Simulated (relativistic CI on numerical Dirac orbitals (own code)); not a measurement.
**Radial parameters of Ir⁸⁺**

Computed by Dirac-Coulomb-Breit CI, KLI orbitals optimised for each configuration, model QED, unscaled Slater integrals (own radial code, finite nucleus).

Slater integrals F^k, G^k are unscaled and averaged over j, outside the closed core [Kr] 4d10; ζ comes from projecting the Hamiltonian with its Breit term on Σ l·s of the shell.

- 4f¹⁴5s²5p⁶5d: ζ(5d) = 6201 cm⁻¹; <r>(5d) = 1.31, <r^2>(5d) = 1.931 (bohr units).
- 4f¹⁴5s²5p⁶5f: ζ(5f) = 292.99 cm⁻¹; <r>(5f) = 1.93, <r^2>(5f) = 4.217 (bohr units).
- 4f¹⁴5s²5p⁵5d²: ζ(5p) = 81544, F^2(5d,5d) = 81598, F^4(5d,5d) = 55474, F^2(5p,5d) = 85818, G^1(5p,5d) = 104530, G^3(5p,5d) = 65916, ζ(5d) = 6380.8 cm⁻¹; <r>(5p) = 1.066, <r^2>(5p) = 1.274, <r>(5d) = 1.304, <r^2>(5d) = 1.914 (bohr units).

Give the Racah parameters of the d shell in 4f¹⁴5s²5p⁵5d².

B = F²/49 − 5F⁴/441 = 1036 cm⁻¹ and C = 35F⁴/441 = 4403 cm⁻¹.

In this model ζ of a weakly bound d, f or g electron outside closed shells comes out too small, for d by up to a factor of two or three and at times with the wrong sign; that of an outer p electron is too small as well.

Averages of the first 10 configurations, taken without configuration mixing, which lowers the lowest level and can move excited configurations by several eV; other configurations of the list can lie among them:

| Configuration | Parity | States | Average energy above the lowest level (eV) |
| --- | --- | --- | --- |
| 4f¹⁴5s²5p⁶5d | even | 10 | 1.7 |
| 4f¹⁴5s²5p⁶6s | even | 2 | 25.0 |
| 4f¹⁴5s²5p⁶5f | odd | 14 | 52.7 |
| 4f¹⁴5s²5p⁵5d² | odd | 270 | 59.4 |
| 4f¹⁴5s²5p⁶6p | odd | 6 | 39.4 |
| 4f¹⁴5s²5p⁶5g | even | 18 | 77.7 |
| 4f¹⁴5s²5p⁶6d | even | 10 | 58.7 |
| 4f¹⁴5s5p⁶5d² | even | 90 | 109.5 |
| 4f¹⁴5s²5p⁶7s | even | 2 | 65.4 |
| 4f¹⁴5s²5p⁵5d5f | even | 840 | 110.3 |
